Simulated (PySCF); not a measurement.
Trends in electronic spectra. Method used: TDDFT CAM-B3LYP/def2-SVPD, vertical, gas phase, core orbitals frozen in the response (PySCF 2.14.0, density-fitted response routines). Geometries: PBE0-D3(BJ)/def2-SVP; one conformer of each isolated species. Triplets are in the Tamm–Dancoff approximation. Relativistic effects are left out although some hold elements past zinc.

Problem. Rank by computed S1–T1 gap, lowest first.
A. `O=COCC#[N+][GaH3-]`
B. `[SiH3]Oc1cncn1[SiH3]`
C. `CC#C[Si@@H](O)N([SiH3])[SiH3]`
D. `CC[Si@H](O[SiH3])[SiH2]C#N`

Solution. A (0.52 eV), D (0.73 eV), C (0.99 eV), B (1.12 eV).

```
                       SMILES  S1−T1 (eV)  S1 (eV)  T1 (eV)       S1 mainly      T1 mainly  f(S1)
           O=COCC#[N+][GaH3-]        0.52     5.85     5.33  H-1/H→L (≥94%)  H-2→L+1 (90%)  0.003
   CC[Si@H](O[SiH3])[SiH2]C#N        0.73     6.24     5.51       H→L (90%)      H→L (60%)  0.027
CC#C[Si@@H](O)N([SiH3])[SiH3]        0.99     5.87     4.88     H-2→L (30%)    H-1→L (23%)  0.000
         [SiH3]Oc1cncn1[SiH3]        1.12     5.40     4.28       H→L (94%)    H→L+4 (84%)  0.001
```

H and L stand for HOMO and LUMO. A slash joins orbitals within 0.01 eV of each other, whose weights are summed (≥ marks a lower bound). For `O=COCC#[N+][GaH3-]`, `CC#C[Si@@H](O)N([SiH3])[SiH3]` and `[SiH3]Oc1cncn1[SiH3]` the leading configurations of S1 and T1 differ. Singlets come from full response and triplets from the Tamm–Dancoff approximation.
